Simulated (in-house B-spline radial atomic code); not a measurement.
## Excitations of F⁷⁺ by several methods

Full response, energies in eV; labels give the largest channel, * marks a mixed state, a dash one above the method's threshold, and an imaginary frequency an unstable closed-shell reference. Computed with a B-spline radial code for spherical atoms: linear response of the closed shell 1s2 with each method's own kernel (bare exchange for TDHF, static screening on G0W0 levels for BSE, the adiabatic kernel for functionals); non-relativistic, point nucleus, no spin-orbit coupling, no double excitations, S, P, D and F terms only.

```json
{"method": "TDHF", "1s → 2s 3S": "722.22", "1s → 2p 3P": "730.95", "1s → 2s 1S": "731.92", "α (bohr³)": "0.001618"}
{"method": "BSE on G0W0@HF", "1s → 2s 3S": "722.17", "1s → 2p 3P": "730.64", "1s → 2s 1S": "731.76", "α (bohr³)": "0.001616"}
{"method": "LDA VWN5", "1s → 2s 3S": "699.81", "1s → 2p 3P": "709.72", "1s → 2s 1S": "707.67", "α (bohr³)": "0.001678"}
{"method": "PBE", "1s → 2s 3S": "702.62", "1s → 2p 3P": "712.57", "1s → 2s 1S": "711.14", "α (bohr³)": "0.001657"}
{"method": "PBE0", "1s → 2s 3S": "?", "1s → 2p 3P": "?", "1s → 2s 1S": "?", "α (bohr³)": "?"}
{"method": "B3LYP (VWN-RPA)", "1s → 2s 3S": "698.93", "1s → 2p 3P": "709.75", "1s → 2s 1S": "712.47", "α (bohr³)": "0.001649"}
{"method": "CAM-B3LYP", "1s → 2s 3S": "698.66", "1s → 2p 3P": "709.66", "1s → 2s 1S": "712.14", "α (bohr³)": "0.001647"}
{"method": "LC-wPBE", "1s → 2s 3S": "701.29", "1s → 2p 3P": "711.67", "1s → 2s 1S": "709.64", "α (bohr³)": "0.001657"}
{"method": "wB97X", "1s → 2s 3S": "?", "1s → 2p 3P": "?", "1s → 2s 1S": "?", "α (bohr³)": "?"}
{"method": "HSE06", "1s → 2s 3S": "707.93", "1s → 2p 3P": "717.52", "1s → 2s 1S": "716.72", "α (bohr³)": "0.001647"}
{"method": "BHandHLYP", "1s → 2s 3S": "702.90", "1s → 2p 3P": "713.69", "1s → 2s 1S": "718.19", "α (bohr³)": "0.001636"}
{"method": "BLYP", "1s → 2s 3S": "693.09", "1s → 2p 3P": "704.37", "1s → 2s 1S": "707.62", "α (bohr³)": "0.001655"}
{"method": "PBEsol", "1s → 2s 3S": "700.87", "1s → 2p 3P": "710.90", "1s → 2s 1S": "709.30", "α (bohr³)": "0.001665"}
{"method": "BP86", "1s → 2s 3S": "704.00", "1s → 2p 3P": "714.16", "1s → 2s 1S": "712.11", "α (bohr³)": "0.001651"}
{"method": "LDA exchange-only", "1s → 2s 3S": "697.37", "1s → 2p 3P": "707.38", "1s → 2s 1S": "705.92", "α (bohr³)": "0.001681"}
{"method": "B97-1", "1s → 2s 3S": "706.99", "1s → 2p 3P": "717.33", "1s → 2s 1S": "716.24", "α (bohr³)": "0.001646"}
{"method": "RPBE", "1s → 2s 3S": "702.67", "1s → 2p 3P": "712.72", "1s → 2s 1S": "711.20", "α (bohr³)": "0.001654"}
{"method": "OLYP", "1s → 2s 3S": "691.71", "1s → 2p 3P": "703.54", "1s → 2s 1S": "706.35", "α (bohr³)": "0.001654"}
```

(1) What does PBE0 give?

(2) What does wB97X give?

Answers

(1) 1s → 2s 3S: 707.84; 1s → 2p 3P: 717.46; 1s → 2s 1S: 716.62; α: 0.001647 (eV, bohr³).

(2) 1s → 2s 3S: 708.08; 1s → 2p 3P: 718.99; 1s → 2s 1S: 717.10; α: 0.001636 (eV, bohr³).
